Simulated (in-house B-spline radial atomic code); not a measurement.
Values are calculated unless marked as measured or tabulated.
**Weak and strong correlation along the adiabatic connection**

Two-electron singlets in several external potentials (atomic units), by full CI in B-splines with partial waves to l = 8 (correlation energies up to 0.6 % small). The repulsion is scaled by λ at fixed density; W(λ) is the mean repulsion less the Hartree energy, W(0) = E_x, and the area under W from 0 to 1 is E_xc.

Relative drop (W(λ) − E_x)/E_x:

```
                             system  λ = 0.12  λ = 0.25  λ = 0.4  λ = 0.6  λ = 0.8   λ = 1
  −Z exp(−kr)/r, Z = 3.81, k = 0.36    0.0052    0.0108   0.0169   0.0249   0.0325  0.0399
                     −Z/r, Z = 2.15    0.0101    0.0204   0.0317   0.0458   0.0589  0.0711
  −Z exp(−kr)/r, Z = 9.97, k = 2.67    0.0020    0.0041   0.0065   0.0097   0.0129  0.0160
−Z exp(−kr)/r, Z = 1.71, k = 0.0968    0.0136    0.0274   0.0422   0.0602   0.0766  0.0915
     empty sphere, radius 2.59 bohr    0.0198    0.0392   0.0594   0.0831   0.1036  0.1214
  −V exp(−r²/w²), V = 1.7, w = 8.55    0.0360    0.0685   0.0992   0.1318   0.1574  0.1781
     −Z/r, Z = 0.75, wall at 6 bohr    0.0278    0.0538   0.0793   0.1077   0.1313  0.1510
```

Order the systems by how far second-order (GL2) theory, half the initial slope (estimated from the first points of each curve), overshoots the correlation energy, least first.
A. −Z exp(−kr)/r, Z = 1.71, k = 0.0968
B. −V exp(−r²/w²), V = 1.7, w = 8.55
C. −Z exp(−kr)/r, Z = 3.81, k = 0.36
D. empty sphere, radius 2.59 bohr
E. −Z exp(−kr)/r, Z = 9.97, k = 2.67
F. −Z/r, Z = 2.15
G. −Z/r, Z = 0.75, wall at 6 bohr

E (GL2/E_c = 1.03), C (GL2/E_c = 1.07), F (GL2/E_c = 1.14), A (GL2/E_c = 1.18), D (GL2/E_c = 1.27), G (GL2/E_c = 1.42), B (GL2/E_c = 1.53).

What else changes along this order?

The ratio follows the bend of the curve. With it the leading natural occupation goes from 1.999 to 1.892 and −T_c/E_c from 0.97 to 0.65 between the first and the last.
